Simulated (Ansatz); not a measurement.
Basis sets compared for Zn10H30Se10. Total charge 0; singlet. Geometry PBE-D4/def2-SVP. Ansatz on 11 threads of AMD EPYC 7R13 on a shared host and a whole NVIDIA H100 80GB HBM3; times are rough, and most runs start from earlier orbitals.

```xyz
50

Zn   -2.4275   -0.4414    2.3151
Zn   -0.4350   -4.6094   -0.2958
Zn   -3.0561    1.2744   -0.8086
Zn   -0.3709   -1.6163   -4.3250
Zn    0.8481   -3.9444    2.3535
Zn   -0.4709    2.8174    1.6982
Zn    3.9574    0.1391    1.9233
Zn    0.8270   -0.6122   -0.4567
Zn    0.3986    1.2659   -4.0458
Zn    3.7838    2.2140   -0.1914
Se   -2.1919   -2.7310    0.9602
Se   -0.5433   -1.1671    4.0106
Se   -1.0707    0.6785    0.5666
Se    0.2103   -2.5699   -1.9007
Se   -2.5252   -0.4510   -2.7676
Se   -1.8717    3.2342   -2.0790
Se    2.0619   -1.6581    1.4101
Se    1.7391    1.7832    2.7187
Se    0.9271    4.2017   -0.0539
Se    1.9099    1.0993   -1.8147
H    -3.8196   -0.1326    2.9430
H     0.8743   -4.5051    0.6583
H    -1.5304   -5.5386   -0.9058
H    -4.5685    1.3727   -0.4431
H    -1.2557   -2.5795   -5.1767
H     0.7637   -0.4544   -4.3532
H    -0.6272   -3.2792    2.6497
H     1.9318   -4.7035    3.1992
H    -1.4072    3.6462    2.6381
H     4.6406    0.0237    3.3223
H     4.1733    0.5694    0.3644
H    -1.0852    1.3011   -3.3079
H     1.0697    2.2265   -5.0927
H     2.7212    2.8302    0.9211
H     4.9010    2.8620   -1.0846
H    -2.9732   -3.7382    1.7196
H    -3.3779   -2.5026    0.0356
H    -1.4038   -2.0792    4.8009
H    -0.8745   -0.0291    4.9456
H     1.6453   -2.8954   -2.1040
H    -3.6435   -1.4628   -2.5509
H    -3.2932    0.1569   -3.8803
H    -2.6741    3.3291   -3.3222
H    -2.6988    4.3419   -1.4548
H     2.9645   -2.4067    0.4987
H     1.1857    1.3361    4.0709
H     2.4205    2.9236    3.3774
H     1.4928    5.0471    1.0273
H    -0.1697    5.2215   -0.2690
H     2.9181    0.2119   -2.4439
```

Single mean-field runs in def2-SVP, def2-TZVP are fitted with def2-universal-jkfit.

Binding counts from free atoms (Zn singlet, Se triplet, H doublet) in the same basis, without a counterpoise term.

```json
{"level": "PBE-D4/def2-SVP", "functions": "780", "energy (Eh)": "-41815.7895", "HOMO (eV)": "-5.50", "LUMO (eV)": "-2.52", "binding per atom (eV)": "2.17", "wall time": "3.9 s"}
{"level": "PBE0-D4/def2-SVP", "functions": "780", "energy (Eh)": "-41816.8679", "HOMO (eV)": "-6.58", "LUMO (eV)": "-1.78", "binding per atom (eV)": "2.14", "wall time": "7 s"}
```

Problem. Estimate the rows for PBE-D4/def2-TZVP (with forces), PBE0-D4/def2-TZVP.

Solution. 
```
                         level  functions  energy (Eh)  HOMO (eV)  LUMO (eV)  binding per atom (eV)  wall time
PBE-D4/def2-TZVP (with forces)       1140  -41821.3851      -5.78      -2.71                   2.09      7.5 s
             PBE0-D4/def2-TZVP       1140  -41822.3575      -6.80      -1.96                   2.09       12 s
```
